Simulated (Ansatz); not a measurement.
Basis-set extrapolation for CH6BNS (`BSCN`) (PBE0-D4/def2-TZVP geometry, frozen core, Ansatz). Multiplicity 1, RHF reference.

|  | def2-TZVPP | def2-QZVPP |
| --- | --- | --- |
| HF | -518.086859 | -518.103978 |
| MP2 correlation | -0.670057 | -0.718685 |
| CCSD(T) correlation | -0.745586 | not run |

Energies in hartree. Use E(X) = E(∞) + A·exp(−7.88·√X) for Hartree–Fock and E(X) = E(∞) + B·X^(−2.97) for correlation, with X = 3 and 4, and add CCSD(T) minus MP2 of the smaller set to the MP2 limit.

Q: What is the CCSD(T) energy at the basis-set limit?

A: HF limit: -518.103978 + (-0.017119) × 0.13774 = -518.10634. MP2 limit: -0.718685 + (-0.048628) × 0.74074 = -0.75471. Higher-order term: -0.745586 − (-0.670057) = -0.07553. Total: -518.93658 hartree, 273.4 kJ/mol below CCSD(T)/def2-TZVPP.
